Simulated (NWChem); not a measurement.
Species: CH$_{3}$FO$_{3}$Si; SMILES OC([Si@H](O)F)=O

```xyz
9

O      1.0645    -1.4511     0.6344
C      0.0753    -1.0805     0.0282
O     -0.8957    -1.9242    -0.3756
Si    -0.1600     0.7795    -0.3862
O      1.3453     1.4031    -0.1936
F     -1.2135     1.3604     0.6835
H     -0.6415    -2.8240    -0.0803
H     -0.6655     1.0741    -1.7379
H      1.9036     0.8529     0.3821
```
Atoms are numbered in this order, from 1.

Computed with NWChem. Structure relaxed at the B3LYP/6-31G* (spherical d) level.

For level PBE/def2-TZVP:

```yaml
highest occupied level (eV): -6.84
orbital gap (eV): 4.46
```

Problem. Estimate the same quantities for level TPSSh/def2-TZVP.

Solution. The highest occupied level (eV) comes out as -7.54 and the orbital gap (eV) comes out as 5.73.
